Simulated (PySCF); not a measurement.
Atom-mapped SMILES (the numbers label the heavy atoms): `[CH3:1][B:2]([CH3:3])[CH2:4][CH2:5][Br:6]` (H(Xn): hydrogen on atom n).

PySCF 2.14.0 with density-fitted response routines calculation with geometry from PBE0-D3(BJ)/def2-SVP and GIAO PBE0/pcSseg-1 shieldings; relativity neglected, single conformer, no solvent model, rapidly exchanging positions averaged.

Scale: 13C (σ = 184.41 ppm) and 1H (σ = 31.27 ppm) against TMS; BF3·OEt2 for 11B (σ = 100.73 ppm); HBr for 79Br (σ = 2584.45 ppm) (reference shieldings calculated alike).

```
      atoms  nucleus  count  δ (ppm)
      C1/C3      13C      2     14.1
         B2      11B      1     87.7
      H(C5)       1H      2     3.43
H(C1)/H(C3)       1H      6     0.87
      H(C4)       1H      2     1.94
        Br6     79Br      1      309
         C4      13C      1        ?
         C5      13C      1        ?
```

Q: Fill in the missing shifts.

A: 
- C5: 41.6 ppm, sp3 CH2 bonded to Br
- C4: 41.3 ppm, sp3 CH2 bonded to B

The calculation has no spin–orbit term, so carbons bonded to Br come out too deshielded (the heavy-atom effect is absent). A carbon bonded to boron is broadened by the quadrupolar boron nucleus and is often missing from a measured spectrum. Shifts are as computed. Against solution values, carbons near 30 ppm lie about +2 ppm off and those near 130 ppm about +5 ppm; carbons on Br a further +13 ppm. Of 1211 compounds with measured shifts, 218 miss one by over three times the rms of a fit or turn the order of signals round; such compounds aren't used in these exercises.
